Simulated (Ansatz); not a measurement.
`OCCC[SiH3]`, charge 0, multiplicity 1.

Task: Give a relaxed structure at PBE0-D4/def2-TZVP (the Gaussian-basis code of Ansatz). (Estimate.)

Result: Ansatz gave: 
Z-matrix (Å, degrees):
```
C
C 1 1.512
O 1 1.414 2 108.4
H 1 1.099 2 109.4 3 -121.1
H 1 1.100 2 110.0 3 121.0
C 2 1.527 1 113.7 3 -58.8
H 2 1.095 1 108.3 3 63.3
H 2 1.095 1 107.9 3 178.5
H 3 0.959 1 108.8 2 175.2
Si 6 1.878 2 115.7 1 -60.9
H 6 1.095 2 109.7 1 177.9
H 6 1.094 2 109.7 1 61.4
H 10 1.489 6 112.5 2 68.3
H 10 1.488 6 109.9 2 -171.5
H 10 1.491 6 110.4 2 -52.0
```
This is one stationary point; other conformers may exist.
